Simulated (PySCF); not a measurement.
Match the calculated data to a structure.

All candidates are C7H10F3P.

- 1H NMR: chemical shifts (computed TMS as zero) by class: 2.19 (1 H), 1.40 (9 H) ppm [GIAO PBE0/pcSseg-1]
- Rotational structure: rotational constants A, B, C: 1.361, 0.648, 0.532 GHz [GFN2-xTB]
- 13C NMR: chemical shifts (computed TMS as zero) by class: 152.4 (1 C), 133.6 (1 C), 106.2 (1 C), 35.1 (1 C), 29.4 (3 C) ppm [GIAO PBE0/pcSseg-1]
- NMR, other nuclei: isotropic shieldings of nuclei other than C and H, by class: 242 (3 F), 562 (1 P) ppm [GIAO PBE0/pcSseg-1]
- Dipole: 3.33 D [PBE0/pcSseg-1]

Gas-phase values; electronic properties from PySCF, density fitting. Levels stand in brackets. Geometry: GFN2-xTB; no solvent, vibrations or thermal averaging. NMR values are class means; diastereotopic atoms form classes of their own.

Question: Which candidate is it?
A. `C=[P@@](C)(/C=C/C)C(F)=C(F)F`
B. `CC#CP(C)CCC(F)(F)F`
C. `CC(C)(C)C1=C(C(F)(F)F)P1`
D. `C#CCP(CCC)C(F)(F)F`
E. `C=C/C(C)=P/CCC(F)(F)F`

Answer: C. It is `CC(C)(C)C1=C(C(F)(F)F)P1`. Numbering: `[CH3:1][C:2]([CH3:3])([CH3:4])[C:5]1=[C:6]([C:7]([F:8])([F:9])[F:10])[PH:11]1`. 7 carbons fall into 5 classes; from least to most shielded: fully substituted alkene carbon [C5] (152.4 ppm), CF3 carbon [C7] (133.6 ppm), fully substituted alkene carbon [C6] (106.2 ppm), allylic carbon [C2] (35.1 ppm), methyl carbon [C1/C3/C4] (29.4 ppm, 3 C). Hydrogen classes from least to most shielded: 1 H on a phosphine phosphorus, P11 (2.19 ppm), 9 H on 3 methyl carbons, C1/C3/C4 (1.40 ppm, a mean of values up to 0.9 ppm apart in this geometry). The other shieldings belong to: 242 ppm, fluorine of a CF3 group [F8/F9/F10]; 562 ppm, phosphine phosphorus [P11]. The optimised geometry has point group C1 and is an asymmetric top.

The others, at the same levels:
- `CC#CP(C)CCC(F)(F)F` fails: it has 7 carbon classes against 5; its computed 13C shifts are 136.4 (1 C), 111.4 (1 C), 86.0 (1 C), 36.1 (1 C), 31.4 (1 C), 18.2 (1 C), 6.0 (1 C) ppm, 1H shifts are 2.28 (2 H), 2.15 (3 H), 1.79 (2 H), 1.38 (3 H) ppm and rotational constant A is 1.235 GHz (against 1.361 GHz).
- `C=[P@@](C)(/C=C/C)C(F)=C(F)F` fails: it has 7 carbon classes against 5; its computed 13C shifts are 169.3 (1 C), 160.5 (1 C), 138.9 (1 C), 130.1 (1 C), 29.1 (1 C), 24.1 (1 C), -5.4 (1 C) ppm, 1H shifts are 8.20 (1 H), 6.05 (1 H), 2.12 (3 H), 1.47 (3 H), -0.09 (2 H) ppm and rotational constant A is 1.077 GHz (against 1.361 GHz).
- `C#CCP(CCC)C(F)(F)F` fails: it has 7 carbon classes against 5; its computed 13C shifts are 142.0 (1 C), 82.8 (1 C), 77.7 (1 C), 32.1 (1 C), 23.5 (1 C), 18.8 (1 C), 17.5 (1 C) ppm, 1H shifts are 2.89 (2 H), 1.94 (2 H), 1.64 (2 H), 1.50 (1 H), 1.18 (3 H) ppm and rotational constant A is 0.914 GHz (against 1.361 GHz).
- `C=C/C(C)=P/CCC(F)(F)F` fails: it has 7 carbon classes against 5; its computed 13C shifts are 211.3 (1 C), 150.4 (1 C), 135.4 (1 C), 117.7 (1 C), 36.6 (1 C), 25.6 (1 C), 18.9 (1 C) ppm, 1H shifts are 7.31 (1 H), 5.65 (1 H), 5.44 (1 H), 2.45 (3 H), 2.45 (2 H), 2.07 (2 H) ppm and rotational constant A is 2.142 GHz (against 1.361 GHz).

Each candidate is one conformer, not necessarily the lowest. Dipoles, sizes and rotational constants follow the conformer. The torsions of the flexible species, by atom-mapped SMILES:
- `[CH3:1][C:2]([CH3:3])([CH3:4])[C:5]1=[C:6]([C:7]([F:8])([F:9])[F:10])[PH:11]1`: C1–C2–C5–C6 118°, C5–C6–C7–F8 -4°
- `[CH3:1][C:2]#[C:3][P:4]([CH3:5])[CH2:6][CH2:7][C:8]([F:9])([F:10])[F:11]`: C3–P4–C6–C7 72°, P4–C6–C7–C8 -178°, C6–C7–C8–F9 -60°
- `[CH2:1]=[P@@:2]([CH3:3])(/[CH:4]=[CH:5]/[CH3:6])[C:7]([F:8])=[C:9]([F:10])[F:11]`: C1–P2–C4–C5 27°, C1–P2–C7–F8 17°
- `[CH:1]#[C:2][CH2:3][P:4]([CH2:5][CH2:6][CH3:7])[C:8]([F:9])([F:10])[F:11]`: C2–C3–P4–C5 -73°, C3–P4–C5–C6 -176°, P4–C5–C6–C7 -177°, C3–P4–C8–F9 55°
- `[CH2:1]=[CH:2]/[C:3]([CH3:4])=[P:5]/[CH2:6][CH2:7][C:8]([F:9])([F:10])[F:11]`: C1–C2–C3–C4 -3°, C3–P5–C6–C7 77°, P5–C6–C7–C8 -178°, C6–C7–C8–F9 -61°
